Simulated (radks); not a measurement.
Spin polarisation of the 4d8 shell in Rh+. Start: [Kr] 4d(up 4, down 4); electrons of 4d are moved from spin down to spin up, other shells keep equal spins. Calculated with a radial shooting solver on a logarithmic mesh with Libxc functionals: scalar-relativistic Kohn-Sham, BLYP, spin-polarised, spherical densities, point nucleus.

moment (Bohr magnetons),E - E(0) (eV),e(4d up) (eV),e(4d down) (eV),4p down minus up (eV),4s down minus up (eV),3d down minus up (eV)
0,0.000,-13.529,-13.529,0.000,0.000,0.000
0.5,-0.039,-13.681,-13.368,0.339,0.324,0.067
1,-0.157,-13.825,-13.198,0.677,0.648,0.134
1.5,-0.352,-13.958,-13.020,1.015,0.971,0.201
2,-0.626,-14.082,-12.835,1.351,1.293,0.268

At moment 2 the spin-polarisation energy is -0.626 eV and the 4d exchange splitting 1.247 eV, that is 0.624 eV per Bohr magneton; E = -I m^2/4 would give I = 0.626 eV.
